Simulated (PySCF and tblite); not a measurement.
The numbers below are computed, except where a source is named.
Stationary points of 2-acetylfuran at GFN2-xTB, in Å:

Structure A

```
 1 C    -2.253   -0.322   -0.078
 2 C    -1.270    0.822    0.019
 3 O    -1.612    1.981    0.043
 4 C     0.137    0.413    0.081
 5 C     0.731   -0.831    0.071
 6 C     2.118   -0.608    0.156
 7 C     2.271    0.750    0.212
 8 O     1.094    1.365    0.168
 9 H    -2.152   -0.973    0.787
10 H    -3.263    0.075   -0.118
11 H    -2.056   -0.905   -0.974
12 H     0.240   -1.780    0.011
13 H     2.893   -1.346    0.174
14 H     3.147    1.364    0.283
```

Structure B

```
 1 C    -2.210   -0.105   -0.606
 2 C    -1.351    0.594    0.412
 3 O    -1.776    1.328    1.264
 4 C     0.108    0.275    0.277
 5 C     0.845   -0.750    0.796
 6 C     2.170   -0.551    0.335
 7 C     2.135    0.573   -0.427
 8 O     0.891    1.079   -0.469
 9 H    -2.057   -1.180   -0.531
10 H    -3.258    0.136   -0.450
11 H    -1.903    0.206   -1.603
12 H     0.491   -1.537    1.430
13 H     3.021   -1.164    0.547
14 H     2.893    1.096   -0.975
```

Structure C

```
 1 C    -2.164    0.330   -0.727
 2 C    -1.408   -0.031    0.525
 3 O    -1.943   -0.266    1.586
 4 C     0.046   -0.081    0.371
 5 C     1.024   -0.374    1.295
 6 C     2.252   -0.277    0.614
 7 C     1.940    0.068   -0.670
 8 O     0.621    0.188   -0.828
 9 H    -1.945   -0.394   -1.508
10 H    -3.231    0.343   -0.523
11 H    -1.842    1.308   -1.079
12 H     0.859   -0.625    2.322
13 H     3.231   -0.438    1.017
14 H     2.557    0.248   -1.529
```

The path came from a restrained scan, a climbing-image band and a saddle search at GFN2-xTB; energies are BP86/pcSseg-1 + D3(BJ)//GFN2-xTB, thermal terms GFN2-xTB.

Q: Which structure is a saddle point, and along which motion?

A: B: one imaginary mode (88i cm⁻¹ at GFN2-xTB, mostly on O3, C1, O8), along the rotation about the C4–C2 bond (torsion C5–C4–C2–C1 from -180° to 0°, rising).

Q: Give their symmetry and energies above the lowest.

A: A Cs, 1.9 kcal/mol; B C1, 11.6 kcal/mol; C Cs, 0.0 kcal/mol.
